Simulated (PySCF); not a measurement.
# Correlation energy of Be²⁺ (beryllium, charge +2)

1s2, closed-shell 1S. Calculation: PySCF 2.14, in jorge-DZP-DKH; scalar relativity by spin-free X2C-1e. Frozen: nothing; 2 electrons correlated.

Total MP2 correlation energy: -12.62 mhartree.

Same-spin part 0.00 and opposite-spin part -12.62 mhartree; SCS-MP2 scales them by 1/3 and 6/5 to -15.14 mhartree.

With two correlated electrons CCSD is exact within the correlated space (frozen core and kept virtual orbitals).

```csv
level,correlation energy (mhartree)
CCSD,-14.38
```

Diagnostics: T1 = 0.00062, D1 = 0.0009, largest double amplitude 0.022.

Cost of the coupled-cluster step: 0.02 s of wall time on 1 thread of Neoverse-V2 (shared host), for 2 correlated electrons.

Iterations:

```
CC2 = 0
CCSD nocc = 1, nmo = 15
frozen orbitals []
max_cycle = 100
direct = 0
conv_tol = 1e-08
conv_tol_normt = 1e-06
diis_space = 8
diis_start_cycle = 0
Init t2, MP2 energy = -13.6255461547614  E_corr(MP2) -0.012618632725357
Init E_corr(CCSD) = -0.012618632725357
cycle = 1  E_corr(CCSD) = -0.0141516252986038  dE = -0.00153299257  norm(t1,t2) = 0.00274499
cycle = 2  E_corr(CCSD) = -0.0143482828083578  dE = -0.00019665751  norm(t1,t2) = 0.000381665
cycle = 3  E_corr(CCSD) = -0.0143782746009161  dE = -2.99917926e-05  norm(t1,t2) = 5.89953e-05
cycle = 4  E_corr(CCSD) = -0.0143779555236371  dE = 3.19077279e-07  norm(t1,t2) = 2.8392e-06
cycle = 5  E_corr(CCSD) = -0.0143779336815748  dE = 2.18420623e-08  norm(t1,t2) = 1.45115e-07
cycle = 6  E_corr(CCSD) = -0.0143779336066294  dE = 7.49453416e-11  norm(t1,t2) = 5.8045e-09
CCSD converged
E(CCSD) = -13.62730545564272  E_corr = -0.01437793360662942
```
